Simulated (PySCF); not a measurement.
Species: C9H9 (doublet state).
Structure used (GFN2-xTB), in Å, numbered top down from 1:
```
atom  x, y, z in Å
C1    -2.1031    2.0828    0.3009
C2    -1.6034    0.9982    0.2050
C3    -1.0220   -0.3068    0.0874
C4     0.4312   -0.3724   -0.0434
C5     1.2565    0.7419   -0.0631
C6     2.5882    0.7018   -0.1844
C7     3.8718    0.6706   -0.3020
C8    -1.8671   -1.3488   -0.6419
C9    -1.7353   -1.4289    0.8373
H10   -2.5349    3.0350    0.3845
H11    0.8676   -1.3564   -0.1293
H12    0.7906    1.7177    0.0273
H13    4.5326    0.6131    0.5541
H14    4.3686    0.7053   -1.2636
H15   -1.3431   -2.0709   -1.2497
H16   -2.8059   -1.0154   -1.0574
H17   -1.1177   -2.2068    1.2605
H18   -2.5833   -1.1535    1.4459
```

The hyperfine couplings belong to this conformer and change with its torsions.

As a line formula: `C(#C)C1(CC1)[CH]C=C=C` [radical].

The calculation used PySCF 2.14.0, UKS B3LYP, pcH-1 on C H, non-relativistic, mean-field spin-orbit, GIAO. Isolated species at its GFN2-xTB geometry (one conformer only). Couplings are sensitive to structure, and on GFN2-xTB geometries they can be far from those on DFT ones. The SCF solution wasn't tested for stability. ⟨S²⟩ is 0.774 where a pure state has 0.75.

Question: The isotropic 1H couplings, averaged over equivalent nuclei, are +104.8, -40.8, +15.3, +6.8, -3.8, +0.6 MHz. Assign them to H10; H11; H12; H13/H14; H15/H17; H16/H18.

Answer: 
```tsv
site	a_iso (MHz)	ρ(0) (bohr⁻³)	position	distance from C4 (Å)	bound to	spin population there	largest |T| (MHz)
H10	+0.6	+0.0001	4 bonds from C4	4.54	C1	-0.01	0.8
H11	-40.8	-0.0091	1 bond from C4	1.08	C4	+0.67	24.2
H12	+15.3	+0.0034	2 bonds from C6, on C5 of spin population -0.24	2.12	C5	-0.24	5.9
H13/H14	+104.8	+0.0234	2 bonds from C6, on C7 of spin population -0.10	4.26	C7	-0.10	5.1
H15/H17	-3.8	-0.0009	3 bonds from C4	2.73	C8/C9	+0.05	4.9
H16/H18	+6.8	+0.0015	3 bonds from C4	3.45	C8/C9	+0.05	4.3
```

ρ(0) is the spin density at the nucleus and T the dipolar tensor; entries for several nuclei are means. Largest spin populations (Mulliken): C4 (+0.67), C6 (+0.56), C5 (-0.24) and C7 (-0.10). The angles at C4 add up to 360.0°, so it is planar; its axial dipolar tensor and the negative coupling of its proton fit spin in a p orbital normal to that plane. Main spin sites, with 60 % or more of the largest population: C4, C6; positions count bonds from the nearest.

Examples of negative spin density at the nucleus (bohr⁻³): C5 (-0.0435), C7 (-0.0340) and C3 (-0.0246).

Nuclei that the bonding pattern makes equivalent are averaged, as if the motion that swaps them (rotation, inversion, ring flip) were fast.
